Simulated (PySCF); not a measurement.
`C1OCC(=C2CC2)O1`, C$_{6}$H$_{8}$O$_{2}$

Molfile (atoms numbered from 1):
```
C6H8O2
     RDKit          3D

 16 17  0  0  0  0  0  0  0  0999 V2000
    2.4960    0.5466    0.3400 C   0  0  0  0  0  0  0  0  0  0  0  0
    2.4295   -0.6864   -0.3088 O   0  0  0  0  0  0  0  0  0  0  0  0
    1.1328   -1.1827   -0.0447 C   0  0  0  0  0  0  0  0  0  0  0  0
    0.3192    0.0780    0.1707 C   0  0  0  0  0  0  0  0  0  0  0  0
   -0.9819    0.2075    0.2067 C   0  0  0  0  0  0  0  0  0  0  0  0
   -2.2907   -0.4429    0.1028 C   0  0  0  0  0  0  0  0  0  0  0  0
   -2.1752    1.0441    0.3601 C   0  0  0  0  0  0  0  0  0  0  0  0
    1.2149    1.1189    0.3134 O   0  0  0  0  0  0  0  0  0  0  0  0
    3.2006    1.1962   -0.1872 H   0  0  0  0  0  0  0  0  0  0  0  0
    2.8192    0.4220    1.3935 H   0  0  0  0  0  0  0  0  0  0  0  0
    0.8009   -1.7724   -0.8996 H   0  0  0  0  0  0  0  0  0  0  0  0
    1.1257   -1.8099    0.8603 H   0  0  0  0  0  0  0  0  0  0  0  0
   -2.6284   -0.7737   -0.8697 H   0  0  0  0  0  0  0  0  0  0  0  0
   -2.6170   -1.0820    0.9119 H   0  0  0  0  0  0  0  0  0  0  0  0
   -2.4312    1.7275   -0.4371 H   0  0  0  0  0  0  0  0  0  0  0  0
   -2.4220    1.4184    1.3437 H   0  0  0  0  0  0  0  0  0  0  0  0
  1  2  1  0
  2  3  1  0
  3  4  1  0
  4  5  2  3
  5  6  1  0
  6  7  1  0
  4  8  1  0
  8  1  1  0
  7  5  1  0
  1  9  1  0
  1 10  1  0
  3 11  1  0
  3 12  1  0
  6 13  1  0
  6 14  1  0
  7 15  1  0
  7 16  1  0
M  END
```

Computed, not measured: PySCF, GIAO B3LYP/pcSseg-1 magnetisability, rotational g tensor and spin-rotation constants, non-relativistic, gas phase. Geometry: GFN2-xTB.

(1) How diamagnetic is it, and how anisotropic?

(2) Split it along the inertial axes a, b, c into diamagnetic and paramagnetic parts about the centre of mass, with the quadrupole moment.

(3) And the rotational g tensor?

Answers

(1) Isotropic -1171 × 10⁻³⁰ J/T², or -70.5 × 10⁻⁶ cm³/mol; principal values -1361, -1100, -1054 × 10⁻³⁰ J/T², anisotropy 287 × 10⁻³⁰ J/T² (root of half the summed squared differences of the principal values). The susceptibility is in cgs units.

(2) 
| axis | χ (10⁻⁶ cm³/mol) | diamagnetic (10⁻⁶ cm³/mol) | paramagnetic (10⁻⁶ cm³/mol) | summed x² of all electrons (Å²) | quadrupole Θ (D Å) |
| --- | --- | --- | --- | --- | --- |
| a | -66.2 | -314.2 | 248.0 | 221.8 | +0.29 |
| b | -63.5 | -1013.1 | 949.6 | 57.0 | -0.44 |
| c | -81.9 | -1182.9 | 1101.0 | 17.0 | +0.15 |

Anisotropies 2χaa − χbb − χcc = +13.0 and 2χbb − χaa − χcc = +21.2 × 10⁻⁶ cm³/mol. Θ is traceless in Buckingham's convention.

(3) 
| axis | rotational constant (GHz) | g | nuclear part | electronic part |
| --- | --- | --- | --- | --- |
| a | 5.8029 | -0.0462 | 0.6297 | -0.6760 |
| b | 1.3138 | -0.0119 | 0.5742 | -0.5861 |
| c | 1.1086 | -0.0006 | 0.5728 | -0.5734 |

Asymmetric top; isotopes 12C, 1H, 16O; no vibrational averaging.
